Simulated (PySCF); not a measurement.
**A survey of 19F NMR shifts**

PySCF 2.14 calculation with structure optimised with GFN2-xTB and NMR shieldings at PBE0/pcSseg-1/GIAO; a single conformation, non-relativistic, one averaged value for each set of equivalent atoms, in vacuum.

Shieldings were converted by a linear fit to measured shifts: 19F: δ = 146.13 − 0.903σ +14.6 on sp3 carbon (rms 6.0 ppm, 223 shifts, 7.0 ppm with the 5 outliers that the fit left out vs CFCl3, solution or neat liquid). A few per cent of atoms miss by over 2 rms, more outside the fitted compound classes.

**Question.** Give the 19F shifts of `FC(F)(F)Cn1cnnc1`.

**Answer.** 
```csv
compound,environment,δ (ppm)
FC(F)(F)Cn1cnnc1,fluorine of a CF3 group (×3),-75.2
```

**Question.** Order these by 19F shift, lowest first.
A. Cc1nn[nH]c1C(F)(F)F
B. F[C@@H]1CCC[C@@H](/C=C/Cl)C1
C. CC[P@TB20](C)(C)(C)C(F)(F)F
D. F[C@@H]1C[C@@H]2CC[C@H]1[C@@H](Cl)C2

**Answer.** B (-188.1 ppm, fluorine on an sp3 carbon), D (-175.0 ppm, fluorine on an sp3 carbon), C (-78.4 ppm, fluorine of a CF3 group), A (-60.7 ppm, fluorine of a CF3 group).
